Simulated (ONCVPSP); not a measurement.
Pseudopotential generation for hydrogen (H): ONCV, BLYP, scalar-relativistic.

ONCVPSP 4.0.1 input, shortened (lines: element, Z, core and valence counts, functional; n l f; lmax; l rc ep ncon nbas qcut; lloc lpopt rc5 dvloc0; l nproj debl; icmod fcfact rcfact), BLYP, scalar-relativistic:

```
  H 1.00    0    1  -106131      upf
    1    0    1.00
    1
    0    1.15    0.00    3    7    5.50
    1    1.15    0.25    3    7    5.90
    4    4    0.95    6.00
    0    2    3.70
    1    2    0.90
    0    0.00    0.00
```

- Cutoffs needed: 13 Ha and 36 Ha (the cutoffs (Ha) at which the residual kinetic energy of the hardest occupied pseudo-wave falls to 1 and 0.1 mHa per electron)
- Ghost test: no bound ghost flagged; no localised positive-energy state flagged
